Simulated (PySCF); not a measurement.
Here is a computed PBE0-D3(BJ)/def2-SVP geometry (Å):
```
C 
C   1  1.5196
C   2  1.5225  1  112.31
C   3  1.5081  2  112.63  1  -179.24
F   4  1.3507  3  110.91  2   -58.63
F   4  1.3515  3  110.88  2    60.58
C   4  1.5399  3  113.95  2  -179.06
F   7  1.3237  4  110.94  3  -179.08
F   7  1.3310  4  110.23  3    60.57
F   7  1.3311  4  110.02  3   -58.81
H   1  1.1017  2  111.38  3    60.24
H   1  1.1017  2  111.38  3   -59.69
H   1  1.0999  2  111.25  3  -179.72
H   2  1.1017  1  110.12  3  -121.50
H   2  1.1016  1  110.15  3   121.62
H   3  1.1014  2  110.90  1    60.00
H   3  1.1013  2  110.80  1   -58.74
```
Z-matrix in Å and degrees, rows numbered from 1.

Neutral, closed shell.

Question: Read off the bonds between heavy atoms and their formal orders.

Answer: C1–C2 (single); C2–C3 (single); C3–C4 (single); C4–F5 (single); C4–F6 (single); C4–C7 (single); C7–F8 (single); C7–F9 (single); C7–F10 (single). Hydrogens: H11, H12, H13 on C1; H14, H15 on C2; H16, H17 on C3.

Question: Give the structure as a SMILES string.

Answer: `CCCC(F)(F)C(F)(F)F`, C5H7F5. Among its features: CF3 group and C–F bond.

Question: Classify the heavy atoms.

Answer: C1: methyl carbon; C2: chain CH2 carbon; C3: chain CH2 carbon; C4: CF2 carbon; F5/F6: fluorine of a CF2 group; C7: CF3 carbon; F8/F9/F10: fluorine of a CF3 group.

Question: What is the arrangement about C7?

Answer: It has 4 neighbours (C4, F8, F9, F10) and is tetrahedral (angles from 108.3° to 110.9°).

Question: What is the arrangement about C4?

Answer: It has 4 neighbours (C3, F5, F6, C7) and is distorted tetrahedral (angles from 106.7° to 113.9°).
